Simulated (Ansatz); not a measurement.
Two isomers of C2H7NOSi: A = `C[SiH2]C(=N)O`, B = `CN1[SiH2]C1O`.

Program: Ansatz. Geometries: PBE0-D4/def2-TZVP. ΔE: electronic, gas phase. CCSD(T)/CBS is the MP2 limit (def2-TZVPP, def2-QZVPP) plus CCSD(T) − MP2 in def2-TZVPP, frozen cores. Functionals use def2-TZVPP. B3LYP here is the variant with VWN-RPA as its local correlation; programs differ in this. Each species was taken in one conformer, which may not be the lowest.

**Question.** Which is lower in electronic energy at CCSD(T)/CBS, and by how much? (An estimate is asked.)

**Answer.** Ansatz gave: A, by 146.1 kJ/mol.

**Question.** Give E(B) − E(A) in kJ/mol with PBE-D4, r2SCAN-D4, B2PLYP, MP2/def2-TZVPP, B3LYP-D4, CCSD/def2-TZVPP, CCSD(T)/def2-TZVPP. (Estimate.)

**Answer.** The calculation gave: PBE-D4 137.2, r2SCAN-D4 145.4, B2PLYP 150.1, MP2/def2-TZVPP 142.2, B3LYP-D4 149.3, CCSD/def2-TZVPP 148.6, CCSD(T)/def2-TZVPP 148.6. None reverses the order clearly.

Largest T1 diagnostic: 0.013.

In def2-TZVPP, CCSD(T) changes the Hartree–Fock value by −18.5 kJ/mol (the triples alone add +0.0 kJ/mol) and MP2 by −25.0 kJ/mol.
